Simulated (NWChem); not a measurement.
# C₂H₂Br₂; SMILES Br/C=C\Br

```xyz
6

Br    -1.7854     0.0000     0.2636
C     -0.6649     0.0000    -1.2616
C      0.6649     0.0000    -1.2616
Br     1.7854     0.0000     0.2636
H     -1.2153     0.0000    -2.1957
H      1.2153     0.0000    -2.1957
```
Atoms are numbered in this order, from 1.

Results from NWChem. STO-3G and 3-21G are far too small for this property and stand as cheap habits. The geometry was optimised at B3LYP/6-31G* (spherical d). GIAO values for the isolated, static molecule; σ is the absolute isotropic shielding, δ = σ(reference) − σ with the isolated reference molecule computed at the same levels (13C: tetramethylsilane, 1H: tetramethylsilane). Spin-orbit effects, on the heavy nuclei and on their neighbours, are missing.

```json
[
 {"level": "KT2/pcSseg-1", "σ Br1 (ppm)": "1991.6", "δ C2 (ppm)": "127.3", "δ H5 (ppm)": "6.42"},
 {"level": "PBE/pcSseg-1", "σ Br1 (ppm)": "1938.0", "δ C2 (ppm)": "135.4", "δ H5 (ppm)": "6.54"},
 {"level": "LDA (Slater exchange, VWN5)/pcSseg-1", "σ Br1 (ppm)": "1909.1", "δ C2 (ppm)": "141.1", "δ H5 (ppm)": "6.58"},
 {"level": "Hartree-Fock/STO-3G", "σ Br1 (ppm)": "[?]", "δ C2 (ppm)": "127.2", "δ H5 (ppm)": "[?]"}
]
```

Problem. Complete the blanks.

Solution. 
- Hartree-Fock/STO-3G, σ Br1 (ppm): 2765.5
- Hartree-Fock/STO-3G, δ H5 (ppm): 6.34
